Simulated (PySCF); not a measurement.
C₂H₆AlClO. Atoms are numbered in the order given.

```xyz
11

Al    -1.0361     0.6726     0.1561
H     -2.5022     1.2069     0.2578
Cl     0.4110     1.6789    -0.9911
O     -0.5886    -0.7298     0.9805
C      0.5516    -1.5461     1.0940
C      0.9283    -2.1782    -0.2384
H      1.4045    -0.9581     1.4825
H      0.3372    -2.3321     1.8389
H      1.1880    -1.4013    -0.9761
H      1.7974    -2.8459    -0.1256
H      0.0871    -2.7700    -0.6335
```

The structure is a stationary point at ωB97X-D3(BJ)/def2-SVP. The structure was generated by enumeration; whether it is a known compound was not checked. One conformer was computed; it need not be the lowest.

All values below come from KT2/pcSseg-1 (PySCF).

GIAO shieldings, no solvent; atoms listed in one row are averaged. δ = σ(ref) − σ: ¹H against TMS (σ = 31.47 ppm); ³⁵Cl against HCl (σ = 945.4 ppm); ¹⁷O against H2O (σ = 330.4 ppm); ¹³C against TMS (σ = 185.1 ppm), references at their B3LYP-D3(BJ)/def2-TZVP geometries, non-relativistic (without spin–orbit terms, shifts of atoms bonded to Cl or Br come out too high).

Question: Estimate the chemical shifts. (An estimate is asked for; the answer gives what the named calculation found.)

Answer: 
```tsv
nucleus	atoms	count	δ (ppm)
¹H	H7	1	4.76
¹H	H2	1	4.64
¹H	H8	1	4.38
¹H	H9, H10, H11	3	1.66
³⁵Cl	Cl3	1	64.0
¹⁷O	O4	1	122.0
¹³C	C5	1	68.1
¹³C	C6	1	26.6
```
